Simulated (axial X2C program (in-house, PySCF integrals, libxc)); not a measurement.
## Potential curves of KSi, 2c

Calculated with an in-house relativistic program for diatomic molecules. Two-component (2c) means X2C with spin–orbit coupling and atomic mean-field two-electron Coulomb and Gaunt terms. Basis: K dyall-cv3z [11s12p6d3f], Si dyall-v3z [8s7p2d1f] (cores contracted in-house); Gaussian nuclei, density fitting, unrestricted open shells. Masses: K 38.964 u, Si 27.977 u.

State: Ω = 3/2 (⟨Sz⟩ = 1.50, ⟨Lz⟩ = 0.00 at HF). Energies in eV from the fragments at the same level (K + Si). Fits are polynomials in 1 − R0/R over 0.85 to 1.23 times the lowest point R0.

```csv
R (Å),CCSD(T),CCSD,MP2,HF
2.6404,,,-1.2432,-0.6418
2.7619,-1.3796,-1.3451,-1.4230,-0.8739
2.8529,-1.4618,-1.4300,-1.5018,-0.9859
2.9440,-1.5067,-1.4773,-1.5438,-1.0568
3.0350,-1.5223,-1.4949,-1.5569,-1.0950
3.1412,-1.5120,-1.4867,-1.5440,-1.1075
3.2475,-1.4787,-1.4551,-1.5084,-1.0937
3.3840,-1.4121,-1.3903,-1.4394,-1.0482
3.5509,,,-1.3320,-0.9644
3.7938,,,-1.1533,-0.8120
```

Correlated methods: 13 electrons correlated (number of frozen shells: K 2 s, 1 p; Si 2 s, 1 p), 209 virtual spin orbitals or spinors in MP2.

The state is one determinant whose occupation by symmetry is held fixed; it was picked as the lowest of a PBE0 search that is not exhaustive. De is counted from the lowest determinant-based energies of the atoms at the same level, without counterpoise correction. CCSD and (T) use frozen natural virtuals with an MP2 correction for the truncation; (T) itself is uncorrected, so its De runs slightly low. In 2c an atomic determinant is not the ground J level, so De misses part of the atomic spin–orbit lowering. This holds for CCSD(T), CCSD, MP2. PBE0 can misorder states that lie within some tenths of an eV, so this need not be the ground state of the molecule. The nearest other 2c determinant of the search, Ω = 1/2, lies 0.45 eV up at the distance of the search. With several unpaired electrons one determinant need not be a pure state. This is the top spin component of a Σ state; components of lower Ω are not single determinants and can lie lower. Coupled cluster ran on the points near the minimum only. MP2 and coupled cluster on one determinant become unreliable at the stretched end.

Q: Fit the CCSD(T) curve near its minimum: give the equilibrium distance, the harmonic wavenumber and the well depth.

A: At CCSD(T), 2c: Re = 3.048 Å, ωe ≈ 210 cm⁻¹, De = 1.52 eV to K + Si; Be follows as 0.111 cm⁻¹.

Q: Fit the CCSD curve near its minimum: give the equilibrium distance, the harmonic wavenumber and the well depth.

A: At CCSD, 2c: Re = 3.056 Å, ωe ≈ 209 cm⁻¹, De = 1.50 eV to K + Si; Be follows as 0.111 cm⁻¹.

Q: Fit the MP2 curve near its minimum: give the equilibrium distance, the harmonic wavenumber and the well depth.

A: At MP2, 2c: Re = 3.038 Å, ωe ≈ 211 cm⁻¹, De = 1.56 eV to K + Si; Be follows as 0.112 cm⁻¹.

Q: Fit the HF curve near its minimum: give the equilibrium distance, the harmonic wavenumber and the well depth.

A: At HF, 2c: Re = 3.133 Å, ωe ≈ 199 cm⁻¹, De = 1.11 eV to K + Si; Be follows as 0.105 cm⁻¹.
